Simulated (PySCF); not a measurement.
Species: N-ethyl-1,2-azaborine, C6H10BN.
Bonds: C1–C2, C2–N3, N3–B4, B4–C5, C5–C6 (double), C6–C7, C7–C8 (double), N3–C8. Hydrogens: H9, H10, H11 on C1; H12, H13 on C2; H14 on B4; H15 on C5; H16 on C6; H17 on C7; H18 on C8.

All values: PBE0/def2-SVPD (PySCF, non-relativistic), on one gas-phase PBE0-D3(BJ)/def2-SVP geometry that isn't relaxed in the solvent. The solvent is an IEF-PCM continuum (van der Waals radii × 1.2). The model holds no explicit solvent molecules, cavitation or dispersion.

Gas phase at PBE0/def2-SVPD: HOMO -6.43 eV, LUMO -0.77 eV, dipole 2.25 D.

Q: What does the continuum do to the energy, the frontier levels and the dipole at PBE0/def2-SVPD in benzene and chloroform?

A: 
| solvent | ε | E(solvent) − E(gas) (kcal/mol) | polarisation term (kcal/mol) | distortion of the solute (kcal/mol) | HOMO (eV) | LUMO (eV) | dipole (D) |
| --- | --- | --- | --- | --- | --- | --- | --- |
| benzene | 2.271 | -1.53 | -1.66 | 0.13 | -6.46 | -0.79 | 2.64 |
| chloroform | 4.711 | -2.51 | -2.88 | 0.37 | -6.49 | -0.81 | 2.91 |

Polarisation term: ½ Σ q·V over the induced surface charges. Distortion: the rise of the solute's own energy as its density leaves the gas-phase optimum. From benzene to chloroform the lowering changes by a factor 1.64, Onsager's factor (ε − 1)/(2ε + 1) by 1.55 and ε itself by 2.1.

Q: Which radius a makes the point-dipole formula ΔE = −[(ε − 1)/(2ε + 1)]·μ²/a³ give the value in chloroform, with the gas-phase dipole?

A: μ = 0.884 au and |ΔE| = 0.00399 Eh give a = 2.18 Å; the farthest nucleus lies 3.68 Å from the centroid of the nuclei, so such a sphere wouldn't even hold the nuclei. The formula assumes a rigid point dipole at the centre of a sphere.

Q: How does the static polarisability (PBE0/def2-SVPD, frozen core, with the continuum's full static response) change?

A: 
| medium | isotropic (au) | principal values (au) | ⟨r²⟩ of the electrons (bohr²) |
| --- | --- | --- | --- |
| gas | 93.8 | 65.1, 100.3, 116.0 | 1025.8 |
| benzene | 108.6 | 74.1, 118.6, 133.2 | 1025.4 |
| chloroform | 118.9 | 81.3, 131.6, 143.9 | 1025.2 |

The isotropic value in chloroform is 1.27 times the gas-phase one; no cavity-field correction is applied. ⟨r²⟩ is taken about the centre of nuclear charge.

Conformer computed: `[CH3:1][CH2:2][N:3]1[BH:4][CH:5]=[CH:6][CH:7]=[CH:8]1`: C1–C2–N3–B4 -93°.
